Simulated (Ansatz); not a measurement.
Geometry optimisation, RKS PBE0-D4/def2-SVP in Ansatz.

Input:

```yaml
crystal:
  periodic: [false, false, false]
  atoms:
    - { symbol: Cl, position_ang: [-0.4035, -1.5596, 1.705] }
    - { symbol: C, position_ang: [-0.0906, -0.8751, 0.1084] }
    - { symbol: Br, position_ang: [-0.7696, -1.8689, -1.3842] }
    - { symbol: O, position_ang: [1.2214, -0.1801, -0.0862] }
    - { symbol: Si, position_ang: [-0.0284, 0.9603, -0.0881] }
    - { symbol: H, position_ang: [0.1859, 1.8564, 1.1129] }
    - { symbol: H, position_ang: [2.09077, 0.07736, -0.4837] }
basis:
  gaussian: { orbitals: def2-SVP }
hamiltonian:
  xc: pbe0
  dispersion: d4
relax:
  f_tol: 0.02
  max_steps: 50
output:
  orbitals: {}
```

Launched with:

```bash
$ ansatz run input.yaml --threads 2 --pin off --max-ram 3072MiB --backend cpu --events-out ev --progress --plain --runs-dir out
```

Problem. Where does it end, and by what steps?

Solution. The run converged. After 10 steps the energy has fallen by 2.307 eV; H7 moved furthest, 0.74 Å.

```
step  energy less start (eV)  largest force component (eV/Å)  accepted
   0                  0.0000                           4.797       yes
   1                 -1.1411                           2.967       yes
   2                 -1.6626                           1.815       yes
   3                 -1.9863                           2.125       yes
   4                 -2.1724                           1.671       yes
   5                 -2.2600                           1.133       yes
   6                 -2.3026                           0.220       yes
   7                 -2.2999                           0.253        no
   8                 -2.3062                           0.092       yes
   9                 -2.3065                           0.084       yes
  10                 -2.3067                           0.009       yes
```

```xyz
7
Properties=species:S:1:pos:R:3
Cl -0.277 -1.423 1.674
C -0.019 -0.599 0.150
Br -0.393 -1.787 -1.346
O 1.334 -0.136 0.048
Si -0.211 1.290 -0.208
H -0.012 1.625 1.268
H 1.784 -0.560 -0.701
```

Time of the run: 42 s on 2 threads of Arm Neoverse V1, with other jobs on the host, peak memory 0.26 GiB.
